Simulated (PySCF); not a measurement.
A geometry optimisation, step by step.

Compound: C₄H₇ClSi.
Numbering: `[CH:1]#[C:2][CH2:3][C@@H:4]([SiH3:5])[Cl:6]` (hydrogens: H7 on C1; H8, H9 on C3; H10 on C4; H11, H12, H13 on Si5)

Method: PBE0-D3(BJ)/def2-SVP geometry optimisation, gas phase in PySCF; density fitting, grid level 1; the optimiser is geomeTRIC in internal coordinates, started from a GFN2-xTB structure with every atom displaced at random (about 0.01 Å). The frame can shift and turn from step to step; on so coarse a grid that alone can change the energy by a few meV, and forces under 0.02 eV/Å are noise.

Step 0: E = -24638.2634 eV, largest atomic force 1.662 eV/Å
```
atom  x, y, z in Å  |  force x, y, z in eV/Å
C1      2.497    0.624   -0.699   -0.445  -0.136  -0.036
C2      1.488   -0.036   -0.757   -0.021  -0.266  -0.179
C3      0.297   -0.878   -0.794    1.432   0.307   0.773
C4     -0.448   -0.715    0.500   -1.647   0.141  -0.175
Si5    -1.308    0.991    0.724    0.346  -0.607   0.206
Cl6    -1.823   -1.915    0.502    0.032   0.004   0.055
H7      3.346    1.247   -0.674    0.748   0.472   0.053
H8     -0.286   -0.601   -1.651   -0.768   0.046  -0.748
H9      0.631   -1.912   -0.889   -0.066  -0.444  -0.239
H10     0.146   -0.988    1.364    0.465  -0.015   0.336
H11    -2.052    0.948    2.002   -0.122   0.058   0.155
H12    -0.250    2.015    0.773    0.136   0.395  -0.004
H13    -2.232    1.205   -0.412   -0.091   0.045  -0.197
```

Step 1: E = -24638.3638 eV, largest atomic force 0.285 eV/Å
```
atom  x, y, z in Å  |  force x, y, z in eV/Å
C1      2.083    0.157   -0.926    0.261   0.113  -0.014
C2      1.104   -0.551   -0.973   -0.184   0.013   0.037
C3     -0.103   -1.363   -0.988   -0.201  -0.042  -0.194
C4     -0.933   -1.204    0.288    0.211  -0.072   0.172
Si5    -1.649    0.535    0.595   -0.170   0.051  -0.110
Cl6    -2.318   -2.364    0.238    0.097   0.131   0.009
H7      2.965    0.772   -0.901   -0.055  -0.027   0.008
H8     -0.725   -1.100   -1.868    0.123  -0.058   0.150
H9      0.170   -2.425   -1.107   -0.027  -0.024  -0.013
H10    -0.317   -1.499    1.157   -0.095  -0.004  -0.089
H11    -2.434    0.513    1.862   -0.008  -0.029  -0.001
H12    -0.588    1.580    0.693    0.063  -0.065   0.016
H13    -2.537    0.855   -0.563   -0.015   0.014   0.029
```

Step 2: E = -24638.3700 eV, largest atomic force 0.099 eV/Å
```
atom  x, y, z in Å  |  force x, y, z in eV/Å
C1      2.087    0.159   -0.929   -0.001  -0.058  -0.018
C2      1.103   -0.546   -0.974    0.003   0.068   0.014
C3     -0.103   -1.363   -0.988   -0.024  -0.019  -0.034
C4     -0.926   -1.200    0.292    0.088   0.012   0.043
Si5    -1.658    0.535    0.590   -0.044   0.028  -0.038
Cl6    -2.309   -2.351    0.244   -0.045  -0.022   0.001
H7      2.969    0.771   -0.904   -0.003   0.012   0.007
H8     -0.724   -1.103   -1.863    0.013  -0.005   0.019
H9      0.167   -2.426   -1.107    0.003   0.001  -0.001
H10    -0.316   -1.496    1.159   -0.003   0.012  -0.015
H11    -2.445    0.502    1.856   -0.006  -0.011  -0.006
H12    -0.582    1.563    0.697    0.020  -0.013   0.014
H13    -2.546    0.863   -0.565    0.000  -0.004   0.014
```

Step 3: E = -24638.3708 eV, largest atomic force 0.038 eV/Å
```
atom  x, y, z in Å  |  force x, y, z in eV/Å
C1      2.091    0.157   -0.934    0.006  -0.036  -0.011
C2      1.103   -0.542   -0.976   -0.015   0.031   0.010
C3     -0.102   -1.361   -0.988    0.006  -0.017   0.007
C4     -0.923   -1.198    0.294    0.018   0.020  -0.006
Si5    -1.664    0.535    0.589    0.001   0.001  -0.004
Cl6    -2.307   -2.351    0.248   -0.018  -0.019   0.002
H7      2.975    0.767   -0.908   -0.002   0.011   0.004
H8     -0.724   -1.102   -1.861   -0.010   0.006  -0.010
H9      0.169   -2.424   -1.107    0.005   0.003   0.001
H10    -0.313   -1.491    1.161    0.010   0.003   0.005
H11    -2.455    0.494    1.851   -0.005  -0.001  -0.004
H12    -0.584    1.558    0.705    0.000  -0.001   0.008
H13    -2.549    0.864   -0.567    0.002  -0.002  -0.001
```

Step 4: E = -24638.3711 eV, largest atomic force 0.024 eV/Å
```
atom  x, y, z in Å  |  force x, y, z in eV/Å
C1      2.094    0.155   -0.938    0.009  -0.015  -0.004
C2      1.103   -0.539   -0.977   -0.011   0.013   0.004
C3     -0.101   -1.359   -0.987    0.008  -0.008   0.010
C4     -0.920   -1.196    0.295   -0.019   0.005  -0.014
Si5    -1.668    0.534    0.588    0.014  -0.010   0.009
Cl6    -2.303   -2.353    0.251    0.003  -0.005   0.005
H7      2.979    0.765   -0.913   -0.003   0.006   0.001
H8     -0.726   -1.101   -1.859   -0.008   0.004  -0.009
H9      0.172   -2.421   -1.106    0.002   0.002   0.001
H10    -0.309   -1.487    1.163    0.010   0.001   0.004
H11    -2.467    0.487    1.846   -0.004   0.003  -0.002
H12    -0.589    1.558    0.715   -0.006   0.004   0.003
H13    -2.548    0.864   -0.571    0.004   0.001  -0.007
```

Task: Summarise the path.

Result: The energy falls by 10.39 kJ/mol from step 0 to step 4; nine tenths of that is first reached at step 1. It falls at every step. The largest force goes from 1.662 to 0.024 eV/Å. Among the bonds C3–H8 changes most, from 1.073 to 1.103 Å; the atoms move by 0.060 Å rms after alignment.

Task: Follow the three bonds and two angles with the largest change from start to end.

Result: 
```csv
step,E above end (kJ/mol),largest force (eV/Å),C3–H8 (Å),C3–C4 (Å),C4–Cl6 (Å),H8–C3–H9 (°),C2–C3–C4 (°)
0,10.39,1.662,1.073,1.503,1.826,110.0,108.7
1,0.70,0.285,1.110,1.531,1.807,106.4,112.5
2,0.10,0.099,1.104,1.530,1.801,106.2,112.2
3,0.03,0.038,1.103,1.531,1.802,106.2,112.2
4,0.00,0.024,1.103,1.530,1.804,106.2,112.1
```

What follows is the cost of the whole optimisation. Hardware: one thread, Arm Neoverse V1 (aarch64), shared host with 32 logical CPUs at a one-minute load of 32. Cost: 34 s wall, 0.50 GiB resident at most.
